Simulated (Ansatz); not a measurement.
Two isomers of C7H14: A = `C[C@@H]1CCC[C@H]1C`, B = `C[C@@H]1CC[C@@H](C)C1`.

Isolated molecules relaxed with PBE0-D4/def2-TZVP in Ansatz; ΔE leaves out vibrations. CCSD(T)/CBS is the MP2 limit (def2-TZVPP, def2-QZVPP) plus CCSD(T) − MP2 in def2-TZVPP, frozen cores. DFT in def2-TZVPP. B3LYP here is the variant with VWN-RPA as its local correlation; programs differ in this.

A:

Z-matrix (Å, degrees):
```
C
C 1 1.515
H 1 1.093 2 111.8
H 1 1.093 2 111.3 3 120.3
H 1 1.095 2 110.5 3 -120.2
C 2 1.530 1 115.1 3 62.0
C 2 1.528 1 114.1 3 -179.7
H 2 1.100 1 108.9 3 -58.3
C 6 1.528 2 102.8 1 166.8
C 6 1.515 2 115.1 1 -68.6
H 6 1.100 2 107.1 1 52.5
C 7 1.539 2 105.6 1 -160.2
H 7 1.092 2 112.6 1 76.1
H 7 1.096 2 108.7 1 -41.9
H 9 1.095 6 108.7 2 84.6
H 9 1.093 6 112.5 2 -157.5
H 10 1.093 6 111.3 2 -177.8
H 10 1.093 6 111.8 2 61.9
H 10 1.095 6 110.5 2 -58.2
H 12 1.092 7 111.4 2 -106.4
H 12 1.092 7 111.0 2 135.2
```

B:

```xyz
21

C    -0.937   -2.409    0.047
C    -0.314   -1.100    0.488
C    -1.320    0.028    0.730
C    -0.470    1.284    0.636
C     0.427    1.016   -0.574
C     1.685    1.861   -0.620
C     0.688   -0.504   -0.523
H    -1.647   -2.785    0.789
H    -0.178   -3.182   -0.107
H    -1.476   -2.280   -0.896
H     0.216   -1.272    1.433
H    -1.852   -0.077    1.679
H    -2.073    0.028   -0.068
H    -1.051    2.205    0.536
H     0.147    1.384    1.537
H    -0.165    1.231   -1.472
H     1.449    2.929   -0.643
H     2.306    1.675    0.262
H     2.287    1.635   -1.504
H     1.718   -0.712   -0.220
H     0.559   -0.956   -1.511
```

(1) Which is lower in electronic energy at CCSD(T)/CBS, and by how much? (Best estimate.)

(2) Give E(B) − E(A) in kJ/mol with r2SCAN-D4, B3LYP-D4, ωB97M-V, CCSD(T)/def2-SVP, PBE0-D4, MP2/def2-TZVPP, B3LYP. (Best estimate.)

Largest T1 diagnostic: 0.009.

## Answers

(1) Ansatz gave: A, by 2.8 kJ/mol.

(2) Computed: r2SCAN-D4 2.4, B3LYP-D4 2.4, ωB97M-V 2.8, CCSD(T)/def2-SVP 2.8, PBE0-D4 2.6, MP2/def2-TZVPP 2.9, B3LYP 0.9. None reverses the order clearly.

Leaving LDA and LC-ωPBE aside and taking each functional with its dispersion term where it has one, the values, not all of them listed here, spread over 1.2 kJ/mol, from B2PLYP to ωB97M-V.
